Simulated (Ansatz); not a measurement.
## CCSD(T) forces

SbH₂O (SMILES [OH][SbH]), doublet, displaced at random from a GFN2-xTB minimum.

| atom | x (Å) | y (Å) | z (Å) |
| --- | --- | --- | --- |
| O1 | -0.1290 | -0.7877 | 0.4144 |
| Sb2 | 0.6863 | 0.7950 | -0.2984 |
| H3 | 0.3746 | -1.5931 | 0.6426 |
| H4 | -0.9337 | 1.2789 | -0.5200 |

Computed with Ansatz 0.2.0 (basis: def2-TZVPP); correlated methods freeze the cores; orbitals are unrestricted. Filled d shells of the heavier atoms are correlated. Core potentials replace the inner electrons of the atoms past krypton. The def2 sets are not built for correlating such inner shells, so the correlated values are less sure here.

CCSD(T) forces from the calculation:
```tsv
atom	Fx	Fy	Fz (eV/Å)
O1	-0.271	-2.025	0.785
Sb2	0.213	0.662	-0.345
H3	-0.108	1.012	-0.308
H4	0.166	0.351	-0.131
```

Task: Which atom feels the largest CCSD(T) force, and how large is it?

Result: O1, 2.19 eV/Å, along (-0.12, -0.93, 0.36).

Root-mean-square difference of the force components from those of CCSD(T): PBE0-D4 0.075; wB97M-V 0.053; r2SCAN-D4 0.086; PBE-D4 0.320; BLYP-D4 0.430; wB97X-V 0.072 eV/Å.

The T1 diagnostic stays at or below 0.017. ⟨S²⟩ of the unrestricted Hartree–Fock references: 0.77 (a pure state has 0.75). These are differences at one structure, and CCSD(T) in triple zeta is itself an approximation.

For scale, one of the runs: CCSD(T)/def2-TZVPP forces, 109 basis functions (an equivalent command: `ansatz run in.yaml --threads 4`). The run took 94 s on 4 CPU threads (shared host), with 1.8 GiB of host memory at its peak.
